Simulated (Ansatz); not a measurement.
GaH6NO2Si, SMILES `[NH2][GaH][O][SiH2]O` at its PBE0-D4/def2-TZVP geometry, where that method's forces vanish. Total charge 0; spin multiplicity 1.

```tsv
atom	x (Å)	y (Å)	z (Å)
N1	0.2811	1.9646	0.2641
Ga2	0.2246	0.7157	1.5636
O3	-0.0288	-0.9504	0.9455
Si4	-0.0292	-1.6060	-0.5343
O5	-0.4442	-0.5190	-1.7116
H6	0.2376	1.7009	-0.7073
H7	0.4770	2.9396	0.4054
H8	0.3268	0.9263	3.0900
H9	-0.9975	-2.7346	-0.5481
H10	1.3335	-2.0543	-0.9073
H11	-1.3809	-0.3828	-1.8600
```

For each bond, give half the difference of the two atoms' forces along it (eV/Å; positive pushes the atoms apart) under PBE-D4, r2SCAN-D4, B3LYP-D4, ωB97M-V in def2-TZVPP. (Estimate.)

Ansatz gave: 
| bond | length (Å) | PBE-D4 | r2SCAN-D4 | B3LYP-D4 | ωB97M-V |
| --- | --- | --- | --- | --- | --- |
| N1–Ga2 | 1.803 | 0.04 | 0.01 | 0.18 | 0.07 |
| N1–H6 | 1.007 | 0.19 | 0.02 | -0.06 | -0.03 |
| N1–H7 | 1.004 | 0.19 | 0.05 | -0.04 | -0.02 |
| Ga2–O3 | 1.795 | 0.16 | 0.01 | 0.14 | 0.08 |
| Ga2–H8 | 1.544 | -0.15 | -0.15 | -0.19 | -0.18 |
| O3–Si4 | 1.618 | 0.28 | 0.08 | 0.06 | 0.08 |
| Si4–O5 | 1.655 | 0.24 | 0.03 | 0.16 | 0.14 |
| Si4–H9 | 1.487 | -0.03 | -0.04 | -0.14 | -0.17 |
| Si4–H10 | 1.482 | -0.01 | -0.03 | -0.14 | -0.17 |
| O5–H11 | 0.958 | 0.34 | 0.02 | -0.02 | -0.05 |

B3LYP here is the variant with VWN-RPA as its local correlation; programs differ in this.
